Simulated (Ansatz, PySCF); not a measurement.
The pair A = H2S (SMILES S) (first 3 atoms), B = Si2H6 (SMILES [SiH3][SiH3]); geometry from B3LYP-D3(BJ)/def2-TZVP.
(charge 0, multiplicity 1):
```xyz
11

S      0.1171    -0.6204     0.1974
H      0.5660     0.6235    -0.0329
H     -1.1658    -0.2474     0.0658
Si     1.2508    -0.1311     3.6851
Si    -0.9888     0.5682     3.5286
H      2.0981     0.5872     2.7033
H      1.3684    -1.5880     3.4448
H      1.7801     0.1602     5.0422
H     -1.4770     1.0365     4.8510
H     -1.8676    -0.5386     3.0823
H     -1.1251     1.6924     2.5703
```

Cores are frozen in the correlated methods. Rows in 6-31G* carry no dispersion term and start afresh at each structure (6-31G* with six Cartesian d functions). MP2/6-31G* freezes PySCF's default core.

The values were computed with Ansatz (Gaussian orbitals); PySCF for 6-31G* rows. Each number belongs to the level named beside it.

Total energies (hartree), monomers frozen at their geometry in the pair:

| structure | HF/aug-cc-pV(D+d)Z | MP2/6-31G* | CCSD(T)/aug-cc-pV(D+d)Z |
|---|---|---|---|
| AB | -980.0527426 | -980.2543486 | -980.5283114 |
| A in the pair's basis | -398.7025643 | -398.7904135 | -398.8892596 |
| B in the pair's basis | -581.3515460 | -581.4637545 | -581.6361071 |
| A | -398.7022226 | -398.7883886 | -398.8879012 |
| B | -581.3511286 | -581.4629877 | -581.6352180 |

Problem. Work out the interaction energy without and with the counterpoise correction, and the superposition error, for each level.

Solution. 
E(AB) − E(A) − E(B), times 627.509 kcal/mol, with the monomers in their own basis and then in the pair's basis:
- HF/aug-cc-pV(D+d)Z: 0.38 uncorrected, 0.86 corrected; the monomers gain 0.48 kcal/mol from borrowed functions
- MP2/6-31G*: -1.87 uncorrected, -0.11 corrected; the monomers gain 1.75 kcal/mol from borrowed functions
- CCSD(T)/aug-cc-pV(D+d)Z: -3.26 uncorrected, -1.85 corrected; the monomers gain 1.41 kcal/mol from borrowed functions

Ansatz is a first-principles code.
